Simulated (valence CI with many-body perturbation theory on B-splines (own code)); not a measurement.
The numbers below are computed, except where a source is named.
**Sensitivity of CI+MBPT for Pt⁷²⁺**

Level of theory: valence CI with perturbative core correlation (CI+MBPT): four valence electrons over a frozen Dirac-Fock core [He], radial functions for each j: 6 s, 6 p, 5 d, 3 f, 1 g, with the one-electron correlation potential Σ1 (screened to all orders), the two-electron term Σ2, the three-electron term Σ3, Breit, model QED; selected single and double excitations, second order for the rest (own B-spline code, finite nucleus).

No measured spectrum was set against this ion. As an estimate, large intervals hold to a few tenths of a per cent, small ones and those within an open d or f shell to about a per cent.

The reference run has the lowest level (2s^2 2p1/2^2) J=0 and an ionisation energy of 20837.9 eV. Its largest variational space holds 7526 state functions.

Levels are named by their leading jj configuration (3d3/2^4 stands for four electrons in 3d with j = 3/2), which in mixed levels can hold well under half, so a name can repeat and another be missing. Letters in brackets count levels of one name in rising energy.

Changed runs:
A. cutoff of virtual states (hartree) 12168 → 19260
B. logarithmic knot step 0.27 → 0.2; selection threshold (hartree) 2e-08 → 1e-06
C. scale of Σ2 1 → 1.2
D. Davidson iteration limit 60 → 2 (bad on purpose)

Excitation energies of the reference run in × 10³ cm⁻¹, and shifts in cm⁻¹:

```
                     Level  Reference       A        B        C  D
    (2s^2 2p1/2 2p3/2) J=1      14556    +123      +10      -58  0
    (2s^2 2p1/2 2p3/2) J=2      14703    +123     +9.1     -2.1  0
    (2s 2p1/2^2 2p3/2) J=2      17218    +141      -70     -402  0
    (2s 2p1/2^2 2p3/2) J=1      17980    +143      -70     -676  0
        (2s^2 2p3/2^2) J=2      29484    +247      +18      -10  0
        (2s^2 2p3/2^2) J=0      30033    +247      +18     +101  0
(2s 2p1/2 2p3/2^2) J=2 [a]      31528    +259      -58     -280  0
    (2s 2p1/2 2p3/2^2) J=3      31896    +261      -60     -333  0
    (2s 2p1/2 2p3/2^2) J=0      32457    +260      -58     -225  0
(2s 2p1/2 2p3/2^2) J=1 [a]      32654    +265      -60     -746  0
(2s 2p1/2 2p3/2^2) J=2 [b]      32722    +263      -60     -636  0
(2s 2p1/2 2p3/2^2) J=1 [b]      32762    +263      -61     -422  0
    Ionisation energy (eV)    20837.9  +0.022  +0.0022  -0.0027  0
```

Run D: The Davidson iterations stopped at their limit.
